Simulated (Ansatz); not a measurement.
Consider the ligand exchange at a Ge–S bond: `[OH][GeH2][SH]` + `O[SiH2]O` → `O[SiH2][O][GeH2][OH]` + H₂S.

Isolated molecules relaxed with PBE0-D4/def2-TZVP in Ansatz; ΔE leaves out vibrations. CCSD(T)/CBS adds triple-zeta CCSD(T) − MP2 to the extrapolated MP2 energy (def2 sets, frozen cores). This one scheme is used for every species. DFT in def2-TZVPP. B3LYP here is the variant with VWN-RPA as its local correlation; programs differ in this. For Ge outer-core shells are correlated without core-valence functions, which leaves a few kJ/mol of doubt a bond. Scalar relativity is left out up to krypton. Each species was taken in one conformer, which may not be the lowest.

CCSD(T)/CBS gives -1.4 kJ/mol.

(1) Another level gave +2.3 kJ/mol. Which?
A. B3LYP/def2-TZVPP
B. HF/def2-TZVPP
C. PBE0/def2-TZVPP
D. SCS-MP2/def2-TZVPP

Largest T1 diagnostic among the species: 0.012.

Results:

(1) A. B3LYP 2.3, PBE0 10.6, HF/def2-TZVPP -12.3, SCS-MP2/def2-TZVPP -7.0 kJ/mol.

In def2-TZVPP, CCSD(T) changes the Hartree–Fock value by +7.1 kJ/mol (the triples alone add +1.5 kJ/mol) and MP2 by +10.3 kJ/mol. From PBE to PBE0 (25 % exact exchange), in def2-TZVPP and without D4, ΔE moves by −3.0 kJ/mol.
